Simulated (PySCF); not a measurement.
silylarsine (AsH₅Si), SMILES [SiH3][AsH2].

Coordinates come from a PBE0-D3(BJ)/def2-TZVP optimisation.

Method: PBE/def2-TZVPD (PySCF).

Symmetry labels are those of the subgroup Cs that the program uses (full group Cs).

Computed valence orbital energies around the gap with their symmetry:
```
orbital  symmetry  energy (eV)
-------  --------  -----------
HOMO−7         A'       -40.82
HOMO−6         A'       -15.90
HOMO−5         A'       -12.90
HOMO−4         A"        -9.36
HOMO−3         A'        -8.79
HOMO−2         A"        -8.35
HOMO−1         A'        -7.76
HOMO           A'        -6.52
LUMO           A'        -0.84
LUMO+1         A'        -0.80
LUMO+2         A"        -0.61
LUMO+3         A'         0.04
```
